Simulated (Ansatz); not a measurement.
Gas-phase electronic energies from Ansatz, PBE0-D4/def2-TZVP geometries. CCSD(T)/CBS is the MP2 limit (def2-TZVPP, def2-QZVPP) plus CCSD(T) − MP2 in def2-TZVPP, frozen cores. DFT in def2-TZVPP. Elements past krypton have def2 core potentials. For Ga, In outer-core shells are correlated without core-valence functions, which leaves a few kJ/mol of doubt a bond. Scalar relativity is left out up to krypton. Each species was taken in one conformer, which may not be the lowest.

Reaction (redistribution): `C[NH][Ga]([F])[F]` + `N#[C][In]([Cl])[Cl]` → `N#[C][Ga]([F])[F]` + `C[NH][In]([Cl])[Cl]`

Q: Is it downhill or uphill in electronic energy at CCSD(T)/CBS, and by how much? (Best estimate.)

A: Computed: Uphill: ΔE = +28.7 kJ/mol.

Q: What do these levels give: BLYP-D4, B97M-V, PBE0-D4, ωB97X-V, RPA@PBE/def2-TZVPP, CCSD(T)/def2-TZVPP? (Best estimate.)

A: Computed: BLYP-D4 24.6, B97M-V 26.1, PBE0-D4 29.4, ωB97X-V 30.2, RPA@PBE/def2-TZVPP 28.8, CCSD(T)/def2-TZVPP 29.7 kJ/mol.

Largest T1 diagnostic among the species: 0.015.

From PBE to PBE0 (25 % exact exchange), in def2-TZVPP and without D4, ΔE moves by +4.5 kJ/mol. In def2-TZVPP, CCSD(T) changes the Hartree–Fock value by −8.2 kJ/mol (the triples alone add −1.7 kJ/mol) and MP2 by −9.8 kJ/mol. At CCSD(T), def2-SVP lies +8.0 kJ/mol from the extrapolated value and def2-TZVPP +1.0 kJ/mol.
